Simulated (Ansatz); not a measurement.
Basis-set extrapolation for C2H7FN2Si (`NC/C(F)=N/[SiH3]`) (PBE0-D4/def2-TZVP geometry, frozen core, Ansatz 0.2.0). Multiplicity 1, RHF reference.

```json
{"": "HF", "def2-TZVPP": "-577.222121", "def2-QZVPP": "-577.244231"}
{"": "MP2 correlation", "def2-TZVPP": "-1.109471", "def2-QZVPP": "-1.193105"}
{"": "CCSD(T) correlation", "def2-TZVPP": "-1.196471", "def2-QZVPP": "not run"}
```

Energies in hartree. Use E(X) = E(∞) + A·exp(−7.88·√X) for Hartree–Fock and E(X) = E(∞) + B·X^(−2.97) for correlation, with X = 3 and 4, and add CCSD(T) minus MP2 of the smaller set to the MP2 limit.

What is the CCSD(T) energy at the basis-set limit?

HF limit: -577.244231 + (-0.022110) × 0.13774 = -577.24728. MP2 limit: -1.193105 + (-0.083634) × 0.74074 = -1.25506. Higher-order term: -1.196471 − (-1.109471) = -0.08700. Total: -578.58934 hartree, 448.3 kJ/mol below CCSD(T)/def2-TZVPP.
